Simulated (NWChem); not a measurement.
System: C2H6MgS; SMILES [CH3][Mg][S]C

Here is an NWChem input.

```
start job
memory heap 200 mb stack 900 mb global 1100 mb
geometry units angstroms noautoz
  Mg    -0.109197    -1.064385     0.010012
  C     -0.425433    -3.128117     0.036226
  H      0.526920    -3.681067     0.106323
  H     -0.936748    -3.478631    -0.876372
  H     -1.043566    -3.438442     0.895777
  S      0.313636     1.217265    -0.010517
  C     -1.345312     1.994795    -0.033816
  H     -1.917432     1.730795    -0.934809
  H     -1.192261     3.082984    -0.039969
  H     -1.936914     1.743780     0.858264
end
basis spherical
  * library def2-svp
end
dft
  xc xpbe96 cpbe96
  iterations 150
  mulliken
end
task dft energy
```

Structure relaxed at the PBE0/def2-SVP level.

**Question.** What results follow from this input? (PBE/def2-SVP.) Quantities: energy (Ha); highest occupied level (eV); orbital gap (eV); dipole (D).

**Answer.** 
| Item | Value |
|---|---|
| energy (Ha) | -677.45 |
| highest occupied level (eV) | -5.04 |
| orbital gap (eV) | 3.64 |
| dipole (D) | 1.61 |
